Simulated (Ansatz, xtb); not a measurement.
Isomers of C4H2F3NO in order of energy

5 gas-phase structures of C4H2F3NO, from a drawn sample of its isomers (lower ones may exist). Each was relaxed with GFN2-xTB; where two conformers were screened, the lower at r2SCAN-D4/def2-SVP is listed:

A. `Fc1ncoc1C(F)F`, a singlet
B. `FC(F)(F)c1cocn1`, a singlet
C. `FC(F)(F)c1ccon1`, a singlet
D. `FC(F)(F)c1cnco1`, a singlet
E. `FC(F)(F)c1cnoc1`, a singlet

Q: Which do you expect lowest at r2SCAN-D4/def2-SVP, and how would the others follow?

A: Calculated order at r2SCAN-D4/def2-SVP: B (0.000), D (0.074), A (0.700), E (1.108), C (1.145) eV. Less than 1 kcal/mol parts E and C, so the order within that pair means little.

Energies above the lowest of each column, in eV; the last columns are at B3LYP/def2-SVP geometries and were run for some of them only (a dash: not run or not comparable):

| structure | GFN2-xTB | HF/STO-3G | r2SCAN-D4/def2-SVP | B3LYP/def2-SVP | CCSD(T)/def2-SVP + ΔMP2/def2-TZVPP |
| --- | --- | --- | --- | --- | --- |
| B | 0.000 | 0.000 | 0.000 | 0.000 | 0.000 |
| D | 0.103 | 0.062 | 0.074 | 0.075 | 0.075 |
| A | 0.304 | 0.408 | 0.700 | 0.651 | 0.670 |
| E | 1.125 | 0.566 | 1.108 | – | – |
| C | 1.207 | 0.602 | 1.145 | – | – |

Every level run on B puts it lowest or level with the lowest. Flexible structures stand in one conformer each, not always the lowest. Frequencies (GFN2-xTB) were run for A, B, D alone. ΔMP2 is the change of the MP2 energy from the smaller to the larger basis.

Over these structures GFN2-xTB departs from r2SCAN-D4/def2-SVP by 0.135 eV on average once a common shift is removed. A GFN2-xTB relaxation took about 0.062 s and the r2SCAN-D4/def2-SVP energy about 2.1 s on a shared host (Ansatz 0.2.0, xtb 6.7.1).
